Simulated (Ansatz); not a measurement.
A geometry relaxed with Ansatz (a program for electronic structure) with r2SCAN-D4/def2-TZVP, charge 0, multiplicity 1:

```xyz
10

H     -2.4757    -0.1908     1.1557
H      2.5192     2.1588    -0.0414
H      3.0050    -0.3076     0.7120
O      1.6752     1.7015    -0.1048
H     -1.7960     1.2174    -0.6934
Si     0.1067    -1.2691    -0.4806
H     -2.9744    -0.8405    -1.0995
H      0.2557    -2.3882     0.5057
Si    -1.9516    -0.1890    -0.2367
Si     1.6358     0.1075     0.2829
```

Question: Write the SMILES of this molecule.

Answer: `O/[SiH]=[SiH]\[SiH3]`
